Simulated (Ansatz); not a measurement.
Ansatz (a quantum-chemistry and plane-wave program) input (PBE0/def2-TZVP):

Ansatz 0.2 input:
```yaml
crystal:
  periodic: [false, false, false]
  atoms:
    - {symbol: C, position_ang: [-2.01929663, -0.21652541, -0.34954538]}
    - {symbol: O, position_ang: [-0.61520774, -0.58397291, -0.38728984]}
    - {symbol: B, position_ang: [0.37347353, 0.12203130, 0.11007823]}
    - {symbol: O, position_ang: [0.58151141, 1.26588574, 0.75232680]}
    - {symbol: O, position_ang: [1.68469924, -0.57084777, -0.11305159]}
    - {symbol: H, position_ang: [-2.38214786, -0.28847740, 0.67384520]}
    - {symbol: H, position_ang: [-2.14934163, 0.79078257, -0.74216374]}
    - {symbol: H, position_ang: [-2.54030479, -0.92866680, -0.98018628]}
    - {symbol: H, position_ang: [-0.15961698, 1.83656021, 0.98512875]}
    - {symbol: H, position_ang: [1.74111203, -1.41968481, -0.58287643]}
    - {symbol: H, position_ang: [2.53068811, -0.19003824, 0.17725061]}
basis:
  gaussian:
    orbitals: def2-TZVP
hamiltonian:
  xc: {name: PBE0}
total_charge: 1
```

End of the output:

```
integrals: 0.09 GiB planned
1066 factors; their error is unknown
0.29 GiB of the device are held for the grids
0.99 GiB of device memory are held for the factors and their scratch space
mean field: 0.75 GiB planned
mean field evaluation 1: about -7925.8656 eV, gradient 1.0e2 eV
mean field evaluation 2: about -7913.3303 eV, gradient 1.3e2 eV
mean field evaluation 4: about -7942.6627 eV, gradient 6.6e0 eV
mean field evaluation 8: about -7942.7305 eV, gradient 1.4e-1 eV
mean field evaluation 16: about -7942.7406 eV, gradient 3.9e-5 eV
mean field -7942.74063602 eV, -291.8903345909 hartree, gradient 3.9e-5 eV, S^2 0.000000; 0 other end points of the search recorded, 0 dependent functions left out
reference -7942.74066317 eV, -291.8903355886 hartree; 20, 20 occupied and 171, 171 virtual orbitals, 1066 factors
Total energy: -7942.74066317 eV, -291.8903355886 hartree
```

It need not be the lowest isomer of its formula.
